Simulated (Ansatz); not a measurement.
Spectroscopic constants of MoSe, multiplicity 7 (an upper state: multiplicity 5 came lower at CCSD(T)/def2-TZVPP on PBE0 minima). No spin–orbit coupling. Se is treated without relativity.

The constants come from a fifth-degree fit in 1/R (seven points, main isotopes). Runs in def2 and cc sets follow the lowest solution found near the PBE0 minimum.

Run with Ansatz (an electronic-structure program) with Gaussian orbitals. Each number belongs to the level named beside it. In def2 rows elements past Kr take small-core potentials, without spin–orbit coupling.

```json
[
 {"level": "PBE/def2-TZVPP", "r_e (Å)": "2.518", "ω_e (cm⁻¹)": "243", "α_e (cm⁻¹)": "0.00022", "B_e (cm⁻¹)": "0.0604", "dipole (D)": "3.24"},
 {"level": "PBE0/def2-TZVPP", "r_e (Å)": "2.522", "ω_e (cm⁻¹)": "244", "α_e (cm⁻¹)": "0.00021", "B_e (cm⁻¹)": "0.0602", "dipole (D)": "4.10"},
 {"level": "wB97X-V/def2-TZVPP", "r_e (Å)": "2.531", "ω_e (cm⁻¹)": "245", "α_e (cm⁻¹)": "0.00020", "B_e (cm⁻¹)": "0.0598", "dipole (D)": "4.80"},
 {"level": "CCSD/def2-TZVPP", "r_e (Å)": "2.530", "ω_e (cm⁻¹)": "245", "α_e (cm⁻¹)": "0.00021", "B_e (cm⁻¹)": "0.0599", "dipole (D)": "-"},
 {"level": "CCSD(T)/def2-TZVPP", "r_e (Å)": "2.521", "ω_e (cm⁻¹)": "248", "α_e (cm⁻¹)": "0.00022", "B_e (cm⁻¹)": "0.0603", "dipole (D)": "-"}
]
```

Correlated levels freeze the inner cores; with def2 sets outer-core shells near the valence are correlated too.
